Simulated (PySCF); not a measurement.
AuI₂ at several levels of theory

All levels use the PBE0 minimum (doublet; Au–I 2.516 Å (×2); I–Au–I 180.0°), basis [Au def2-TZVP with ECP60, I def2-TZVP with ECP28], scalar-relativistic core potentials, density fitting, no spin–orbit coupling, PySCF. For vertical energies the ionised species is a triplet (spins chosen at PBE0 and kept) and the electron-attached one a singlet. Atomisation goes to high-spin ground-configuration atoms, without zero-point energy. Open shells are unrestricted, also as the reference of the correlated levels. A dash marks a value that was not computed or is not defined at that level.

| level | atomisation (kJ/mol) | vertical IP (eV) | vertical EA (eV) | −ε(HOMO) (eV) |
| --- | --- | --- | --- | --- |
| PBE0 | 414 | 9.14 | 4.18 | 7.44 |
| HF | 151 | 7.41 | 4.24 | 8.19 |
| MP2 | 429 | 9.23 | 4.45 | – |
| PBE | 457 | 8.85 | 3.82 | 6.29 |
| r2SCAN | 455 | 9.04 | 4.00 | 6.55 |
| B3LYP | 383 | 9.17 | 4.12 | 7.20 |
| TPSSh | 434 | 9.05 | 3.99 | 6.81 |
| r2SCAN0 | 412 | 9.14 | 4.31 | 7.61 |

Without diffuse functions attachment energies tend to come out too low.

Open d and f shells are described by one determinant, and the ground state may have another occupation or spin. Spin–orbit coupling, left out here, can matter for elements this heavy.
